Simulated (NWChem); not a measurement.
Molecule: CaHSF; SMILES [Ca]([SH])[F]

```xyz
4

Ca     0.1196     0.5051    -0.0150
F     -0.5367     2.3471     0.0256
S     -0.3056    -2.0637    -0.0479
H      1.0158    -2.3600    -0.0735
```
Atoms are numbered in this order, from 1.

Results from NWChem. Structure relaxed at the PBE0/def2-SVP level. GIAO values for the isolated, static molecule; σ is the absolute isotropic shielding, δ = σ(reference) − σ with the isolated reference molecule computed at the same levels (19F: trichlorofluoromethane, 1H: tetramethylsilane).

### Question
What does the run give for PBE0/x2c-SVPall-s, scalar ZORA without spin-orbit coupling? Quantities: σ Ca1 (ppm); δ F2 (ppm); σ S3 (ppm); δ H4 (ppm).

### Answer
```yaml
"σ Ca1 (ppm)": 1061.6
"δ F2 (ppm)": 6.5
"σ S3 (ppm)": 750.1
"δ H4 (ppm)": -1.20
```
